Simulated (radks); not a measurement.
Values are calculated unless marked as measured or tabulated.
Ionisation of Ti+, [Ar] 3d2 4s1, to Ti2+, [Ar] 3d2, under several functionals. Non-relativistic Kohn-Sham, spin-unpolarised, spherical densities, point nucleus; a radial shooting solver on a logarithmic mesh with Libxc functionals.

functional                                      E(Ti+) (hartree)  Exc (hartree)  IE (eV)  -e(HOMO) (eV)  <r> HOMO (bohr)  IE error (eV)
TASK exchange with Perdew-Wang LDA correlation        -848.57685      -41.28059   11.808          9.938            3.381         -1.767
OLYP                                                  -849.17061      -41.90659   13.227          9.864            3.270         -0.348
r2SCAN                                                -848.96679      -41.66822   13.043         10.213            3.260         -0.532
exchange-only B88                                     -848.15822      -40.83205   12.930          9.697            3.246         -0.646
LDA (Slater exchange, VWN5 correlation)               -847.00287      -39.65076   13.689         10.511            3.178         +0.114
BLYP                                                  -849.08114      -41.77579   13.619         10.305            3.198         +0.043

NIST Atomic Spectra Database: 13.576 eV (measured). Closest: BLYP. The Delta-SCF values span 1.88 eV, the total energies 2.17 hartree. The highest occupied level is 4s. Spin polarisation and multiplet splitting are left out, so open shells lie too high by an amount that depends on their filling.

Beside tabulated values, note that spin-unpolarised runs miss the spin-polarisation part of the exchange energy of open shells.
